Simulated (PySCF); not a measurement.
Excitation energy of Sn²⁺ by level of theory

Sn²⁺ [Kr] 4d10 5s2 (1S) → Sn²⁺ [Kr] 4d10 5s1 6s1 (3S), as a difference of total energies. All numbers are calculated (PySCF 2.14, a scalar-relativistic core potential, in aug-cc-pVQZ-PP with one added diffuse shell each of s, p, d, f, g type with ECP28MDF (8s8p6d4f3g, 117 functions)). Correlated levels: valence: 4s2 4p6 4d10 frozen. The calculations carry no spin-orbit coupling.

```
           method  excitation energy (eV)
              UHF                  15.730
              LDA                  17.698
              PBE                  17.237
             PBE0                  16.992
           r2SCAN                  17.135
        CAM-B3LYP                  17.459
          wB97M-V                  17.064
              M06                  17.395
    MP2 (valence)                  16.325
SCS-MP2 (valence)                  16.543
```

**Question.** How much does correlation contribute at MP2 (valence)?

**Answer.** 16.325 − (15.730) = 0.595 eV, measured against UHF.

The promoted electron is Rydberg-like, and one or two diffuse shells describe it only roughly, which tends to raise the upper state.
